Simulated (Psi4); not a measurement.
Psi4 input (wB97X-D/6-311+G**):

```
memory 1500 MB

molecule {
0 2
N    -1.48290600   -0.71324300   -0.07058700
Si    0.08291600    0.01954000    0.01988300
O     0.40891500   -0.38289200    1.54946200
O     0.01924000    1.62904900   -0.27892900
O     1.03505200   -0.66239400   -1.11309700
H    -1.55298900   -1.71410600   -0.19121400
H    -2.24869000   -0.35420100    0.48098500
H    -0.04985500    2.21288900    0.48054500
H     1.36540000   -0.09554100   -1.81406100
symmetry c1
no_reorient
no_com
}

set {
  basis 6-311+G**
  reference uks
  scf_type df
  df_basis_scf def2-universal-jkfit
  dft_radial_points 99
  dft_spherical_points 590
  e_convergence 1e-8
  d_convergence 1e-7
  maxiter 150
}

e = energy('wb97x-d')
print_out(f'\nFINAL {e:.10f} DIPOLE {variable("CURRENT DIPOLE")[0]:.6f} {variable("CURRENT DIPOLE")[1]:.6f} {variable("CURRENT DIPOLE")[2]:.6f}\n')
```

From the output:

```
              A
    DOCC [    24 ]
    SOCC [     1 ]
    NA   [    25 ]
    NB   [    24 ]

  @DF-UKS Final Energy:  -572.42289362235374

   => Energetics <=

    Nuclear Repulsion Energy =            255.6420436650636248
    One-Electron Energy =               -1298.4296109758179227
    Two-Electron Energy =                 509.5602758252870785
    DFT Exchange-Correlation Energy =     -39.1932886828063829
    Empirical Dispersion Energy =          -0.0023134540802206
    VV10 Nonlocal Energy =                  0.0000000000000000
    Total Energy =                       -572.4228936223536266

  UHF NO Occupations:
  HONO-2 :   23  A 1.9996082
  HONO-1 :   24  A 1.9968656
  HONO-0 :   25  A 1.0000000
  LUNO+0 :   26  A 0.0031344
  LUNO+1 :   27  A 0.0003918
  LUNO+2 :   28  A 0.0003496
  LUNO+3 :   29  A 0.0002316

Computation Completed

Properties will be evaluated at   0.000000,   0.000000,   0.000000 [a0]

Properties computed using the SCF density matrix

 Multipole Moments:

 ------------------------------------------------------------------------------------
     Multipole            Electronic (a.u.)      Nuclear  (a.u.)        Total (a.u.)
 ------------------------------------------------------------------------------------

 L = 1.  Multiply by 2.5417464519 to convert [e a0] to [Debye]
 Dipole X            :         -0.7082903            0.0000076           -0.7082827
 Dipole Y            :          0.4543376            0.0000076            0.4543452
 Dipole Z            :         -0.3032320           -0.0000076           -0.3032395
 Magnitude           :                                                    0.8944541

 ------------------------------------------------------------------------------------

FINAL -572.4228936224 DIPOLE -0.708283 0.454345 -0.303240

*** Psi4 exiting successfully. Buy a developer a beer!
```

The geometry given is a B3LYP-D3(BJ)/def2-TZVP minimum.
